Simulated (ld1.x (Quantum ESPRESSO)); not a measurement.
Transferability test, TM potential for Pb

| Item | Value |
| --- | --- |
| Element | lead (Pb) |
| Generator | ld1.x (Quantum ESPRESSO) 7.5 |
| Type | norm-conserving Troullier–Martins (Kleinman–Bylander form) |
| Functional | LDA (PZ) |
| Relativity | scalar-relativistic |
| Frozen core | [Xe] 4f14 5d10 |
| Valence charge | 4 |
| Reference configuration | 6s2 6p0 (charge +2) |
| Partial waves | 6p (bound, empty): rc 2.30 bohr; 6d channel at 0.4 Ry: rc 2.55 bohr; 6s (bound): rc 2.10 bohr |
| Local potential | the s channel |
| Core correction | Bessel-smoothed model core, default radius (core density twice the valence density) |

Energies are relative to the spin-unpolarised reference configuration 6s2 6p0; without spin polarisation the order of configurations can differ from experiment. Spin-polarised rows fill each open shell by Hund’s rule, majority spin first. The frozen-core shift is the all-electron ΔE with the core orbitals held at their reference shape minus the fully relaxed ΔE.

```csv
valence configuration,charge,ΔE all-electron (eV),error AE − PS (meV),frozen-core shift (meV)
6s2 6p2,0,-20.595,-78,+101
6s1 6p0,+3,32.878,-198,+227
6s1 6p3,0,-11.774,-27,+24
6s2 6p1.5,+0.5,-17.985,-56,+72
6s0 6p4,0,-2.560,-46,+12
6s2 6p2 (spin-polarised),0,-21.047,-78,+105
6s2 6p1 (spin-polarised),+1,-13.907,-30,+40
```

(1) What are ΔE and the potential's error for 6s2 6p1?

(2) What are ΔE and the potential's error for 6s1 6p2?

Levels in the configuration 6s1 6p2:

| level | all-electron (eV) | pseudo (eV) |
| --- | --- | --- |
| 6s | -20.750 | -20.753 |
| 6p | -10.989 | -10.978 |

Answers

(1) ΔE = -13.762 eV all-electron; the error (AE − PS) is -30 meV.

(2) ΔE = -4.164 eV all-electron; the error (AE − PS) is -10 meV.
